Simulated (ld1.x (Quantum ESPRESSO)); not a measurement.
PBE ultrasoft dataset for Fe, scalar-relativistic all-electron reference.

```
Element                 : iron
Generator               : ld1.x (Quantum ESPRESSO) 7.5
Type                    : ultrasoft
Functional              : PBE
Relativity              : scalar-relativistic
Frozen core             : [Ne]
Valence charge          : 16
Reference configuration : 3s2 3p6 3d6 4s1.5 4p0 (charge +0.5)
Partial waves           : 3s (bound): rcut 1.50, rcutus 1.65 bohr; 4s (bound): rcut 1.50, rcutus 1.65 bohr; 3p (bound): rcut 1.20, rcutus 1.25 bohr; 4p (bound, empty): rcut 1.20, rcutus 1.25 bohr; 3d (bound): rcut 1.65, rcutus 1.95 bohr; 3d channel at -0.29 Ry: rcut 1.65, rcutus 1.95 bohr
Local potential         : all-electron potential smoothed inside 1.50 bohr (lloc = -1)
Core correction         : Bessel-smoothed model core inside 0.60 bohr
Augmentation charge     : PSQ, inside the norm-conserving radii
```

* Configuration tests: test run stopped at test 1 of 7 (negative rho)
* Lowest eigenvalue of the overlap operator: -0.37 (s channel); it is negative, so in a basis up to 400 Ry S is not positive definite and the file is unfit for use
* Density cutoff estimated by the generator: 229 Ry

The ghost test of this file was not conclusive. Its overlap operator is not positive definite in a basis up to 400 Ry (lowest eigenvalue s -0.37), so the file is unfit for use: the generalised eigenproblem breaks down once the basis is large enough, and its test numbers describe a broken file.
